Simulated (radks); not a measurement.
Results of a calculation; reference values are marked as such.
Q: The table gives one normalised radial function P(r) = r R(r) of Be in [He] 2s2 (r in bohr). Level of theory: non-relativistic Kohn-Sham, AM05, spin-polarised, spherical densities, point nucleus (a radial shooting solver on a logarithmic mesh with Libxc functionals).

r            P
0.01742  0.2364
0.02162  0.2885
0.02684  0.3507
0.03357  0.4272
0.04167  0.5134
0.05171  0.6123
0.0647   0.7277
0.0803   0.8493
0.09966  0.9771
0.1237   1.1043
0.1547   1.2253
0.192    1.3183
0.2383   1.3734
0.2958   1.3757
0.3701   1.3104
0.4593   1.1785
0.57     0.9875
0.7075   0.7593
0.8851   0.5176
1.099    0.3143
1.363    0.1646
1.706    0.0693
2.117    0.0238
2.627    0.0062
3.261    0.0011
4.079    0.0001
5.063    0.0000
6.284    0.0000
7.799    0.0000
9.757    0.0000
12.11    0.0000

Which n and l does it have? It may be an empty orbital.

A: n = 1, l = 0: the number of nodes gives n - l - 1 = 0, the rise at small r (about r^(l+1)) gives l, and the extent must fit the shell. The curve is that of 1s. 1s: eigenvalue -105.03 eV, 0 radial nodes, <r> = 0.423 bohr, 90 % of the charge inside 0.763 bohr.
